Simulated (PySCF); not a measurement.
Magnetic susceptibility: SMILES C=C(C(=O)F)C(F)(F)F, C4H2F4O

Geometry:
| atom | x (Å) | y (Å) | z (Å) |
| --- | --- | --- | --- |
| C1 | -1.017 | -1.047 | -0.330 |
| C2 | -0.193 | -0.034 | -0.080 |
| C3 | -0.526 | 1.384 | -0.337 |
| O4 | 0.131 | 2.345 | -0.156 |
| F5 | -1.778 | 1.501 | -0.851 |
| C6 | 1.189 | -0.245 | 0.505 |
| F7 | 1.451 | -1.544 | 0.704 |
| F8 | 1.328 | 0.360 | 1.688 |
| F9 | 2.149 | 0.222 | -0.298 |
| H10 | -0.733 | -2.067 | -0.127 |
| H11 | -1.996 | -0.874 | -0.745 |

Computed with GIAO B3LYP/6-31G magnetisability, rotational g tensor and spin-rotation constants, non-relativistic, gas phase in PySCF 2.14.0. Geometry: GFN2-xTB.

Problem. How diamagnetic is it, and how anisotropic?

Solution. Isotropic -952 × 10⁻³⁰ J/T², or -57.4 × 10⁻⁶ cm³/mol; principal values -1159, -851, -848 × 10⁻³⁰ J/T², anisotropy 310 × 10⁻³⁰ J/T² (root of half the summed squared differences of the principal values). The susceptibility is in cgs units.

Problem. Split it along the inertial axes a, b, c into diamagnetic and paramagnetic parts about the centre of mass, with the quadrupole moment.

Solution. 
```
axis  χ (10⁻⁶ cm³/mol)  diamagnetic (10⁻⁶ cm³/mol)  paramagnetic (10⁻⁶ cm³/mol)  summed x² of all electrons (Å²)  quadrupole Θ (D Å)
   a             -51.2                      -493.7                        442.5                            177.6               -6.92
   b             -51.1                      -884.7                        833.6                             85.5               +4.89
   c             -69.8                     -1116.3                       1046.5                             30.9               +2.03
```
Anisotropies 2χaa − χbb − χcc = +18.4 and 2χbb − χaa − χcc = +18.9 × 10⁻⁶ cm³/mol. Θ is traceless in Buckingham's convention.

Problem. And the rotational g tensor?

Solution. 
```tsv
axis	rotational constant (GHz)	g	nuclear part	electronic part
a	2.7251	-0.0410	0.5255	-0.5665
b	1.2996	-0.0239	0.4851	-0.5090
c	1.0396	-0.0091	0.5019	-0.5111
```
Asymmetric top; isotopes 12C, 19F, 1H, 16O; no vibrational averaging.
